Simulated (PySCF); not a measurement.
Delta-SCF ions had no search for a lower state. Excitations are Tamm–Dancoff values on a coarser integration grid. The basis has no diffuse functions, so Rydberg states are missing or too high.

**H2F2InN, SMILES `[NH2][In]([F])[F]` (charge 0, multiplicity 1)**

Method: r2SCAN-D4/def2-TZVP run with PySCF 2.14.0.

```yaml
HOMO: -7.36 eV
dipole_moment: 0.813 e·Å
HOMO–LUMO gap: 4.36 eV
LUMO: -2.99 eV
S1 excitation (TDA): 4.76 eV
S1 oscillator strength: 0.060
brightest of the four lowest singlets (TDA): 4.76 eV
T1 excitation (TDA): 3.76 eV
S1–T1 gap (TDA): 1.01 eV
vertical ionisation energy (Delta-SCF): 10.58 eV
total_energy: -445.9190 Ha
cost: roughly 7 core-minutes
```

```xyz
6

N     -1.2232     0.0383    -0.2197
In     0.7771    -0.0109    -0.0320
F      1.9034     1.5659     0.0613
F      1.8491    -1.6200    -0.1907
H     -1.6674    -0.8056     0.1258
H     -1.6391     0.8323     0.2552
```
Charge 0, spin multiplicity 1.
